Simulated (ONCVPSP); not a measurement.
**u(r) = r·R(r): atom against pseudo-atom (phosphorus)**

Columns: radius, all-electron u(r) and pseudo u(r) of the 3s shell (level -13.97 eV) of phosphorus in the configuration [Ne] 3s2 3p3; PBE, scalar-relativistic, ONCV scheme, ONCVPSP 4.0.1.

| r (bohr) | all-electron | pseudo |
| --- | --- | --- |
| 0.098 | 0.1234 | 0.0126 |
| 0.195 | -0.1726 | 0.0297 |
| 0.292 | -0.3490 | 0.0556 |
| 0.390 | -0.3642 | 0.0937 |
| 0.488 | -0.2692 | 0.1456 |
| 0.585 | -0.1196 | 0.2098 |
| 0.682 | 0.0483 | 0.2845 |
| 0.780 | 0.2135 | 0.3667 |
| 0.878 | 0.3617 | 0.4511 |
| 0.975 | 0.4862 | 0.5324 |
| 1.072 | 0.5872 | 0.6073 |
| 1.170 | 0.6664 | 0.6730 |
| 1.268 | 0.7244 | 0.7257 |
| 1.365 | 0.7629 | 0.7629 |
| 1.463 | 0.7851 | 0.7850 |
| 1.560 | 0.7929 | 0.7929 |
| 1.658 | 0.7893 | 0.7892 |
| 1.755 | 0.7764 | 0.7763 |
| 1.852 | 0.7562 | 0.7562 |
| 1.950 | 0.7302 | 0.7302 |
| 2.047 | 0.7005 | 0.7005 |
| 2.145 | 0.6677 | 0.6677 |
| 2.242 | 0.6335 | 0.6335 |
| 2.340 | 0.5981 | 0.5981 |
| 2.438 | 0.5625 | 0.5624 |
| 2.535 | 0.5275 | 0.5275 |

Q: How many radial nodes do the two functions have?

A: The all-electron 3s function has n − l − 1 = 2; the pseudo-wave has 0, since the states of the same l below it are removed with the core.

Q: At about which radius was the pseudo-wave matched?

A: 1.45 bohr, where the columns begin to agree (steps of 0.10 bohr).

Q: Is the pseudo-wave norm-conserving?

A: Yes: the ONCV scheme keeps the norm inside the radius equal to the all-electron one, which fixes the energy derivative of the logarithmic derivative at the level.
